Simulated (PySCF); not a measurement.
Structure with atom numbers: `[CH3:1][c:2]1[cH:3][cH:4][c:5]2[n:6][cH:7][cH:8][n:9]2[cH:10]1` (H(Xn): hydrogen on atom n).

GIAO PBE0/pcSseg-1 shifts (PySCF 2.14.0 with density-fitted response routines, gas phase, non-relativistic, equivalent atoms averaged), each against references optimised in the same way as the molecule (TMS, NH3).

On the GFN2-xTB geometry: C5 148.5, C7 141.4, C3 129.8, C2 127.5, C10 126.4, C4 125.2, C8 113.5, C1 21.4, N6 286.2, N9 232.8, H(C10) 8.14, H(C4) 7.91, H(C7) 7.87, H(C8) 7.51, H(C3) 7.26, H(C1) 2.48 ppm.

**Question.** What changes on the PBE0-D3(BJ)/def2-SVP geometry?

**Answer.** 
```csv
atoms,δ (ppm),change
C5,147.2,-1.3
C7,140.5,-0.9
C3,129.4,-0.4
C2,126.2,-1.3
C10,127.0,+0.6
C4,124.7,-0.5
C8,114.6,+1.1
C1,20.5,-0.9
N6,284.0,-2.2
N9,235.2,+2.4
H(C10),7.91,-0.23
H(C4),7.67,-0.24
H(C7),7.68,-0.19
H(C8),7.46,-0.05
H(C3),7.06,-0.20
H(C1),2.36,-0.12
```

Bonds between heavy atoms that differ most (equivalent bonds averaged): N9–C10 1.355 → 1.369 Å, C8–N9 1.359 → 1.371 Å, C2–C3 1.418 → 1.430 Å, C4–C5 1.402 → 1.413 Å, N6–C7 1.345 → 1.353 Å. Mean change of bonds to hydrogen: C–H +0.014 Å.
